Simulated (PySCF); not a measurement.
Isomers of C7H12FP, one conformer each; single-point electronic energies without zero-point terms and without any empirical dispersion term.

Level: PBE0/pcSseg-1 in PySCF, non-relativistic, each on one gas-phase PBE0-D3(BJ)/def2-SVP geometry that isn't relaxed in the solvent. The solvent is an IEF-PCM continuum (cavity from Bondi-type radii × 1.2). Only the electrostatic response of the medium enters.

```csv
isomer,"relative energy, gas (kcal/mol)",dipole (D)
`CC(P1CC=C(F)C1)C`,0.0,1.23
`C/C=C\P=C(\F)C(C)C`,22.6,2.50
`P(/CC=C)=C(/F)C(C)C`,25.6,1.04
```

**Question.** How do the relative energies look in water (ε = 78.36)?

**Answer.** 
```tsv
isomer	relative energy, solvent (kcal/mol)	E(solvent) − E(gas) (kcal/mol)	dipole in solvent (D)
`CC(P1CC=C(F)C1)C`	0.0	-3.8	1.53
`C/C=C\P=C(\F)C(C)C`	22.7	-3.6	3.54
`P(/CC=C)=C(/F)C(C)C`	26.1	-3.3	1.34
```

The order is unchanged. Conformers: `[CH3:1][CH:2]([CH3:3])[P:4]1[CH2:5][CH:6]=[C:7]([F:8])[CH2:9]1` with C1–C2–P4–C5 73°, C2–P4–C5–C6 87°, P4–C5–C6–C7 10°, C6–C7–C9–P4 -10°, C2–P4–C9–C7 -87°; `[CH3:1]/[CH:2]=[CH:3]\[P:4]=[C:5](\[F:6])[CH:7]([CH3:8])[CH3:9]` with C2–C3–P4–C5 179°, P4–C5–C7–C8 -120°; `[CH2:1]=[CH:2][CH2:3]/[P:4]=[C:5](\[F:6])[CH:7]([CH3:8])[CH3:9]` with C1–C2–C3–P4 109°, C2–C3–P4–C5 -84°, P4–C5–C7–C8 -7°. The gains span 0.5 kcal/mol, the gas-phase energies 25.6 kcal/mol.
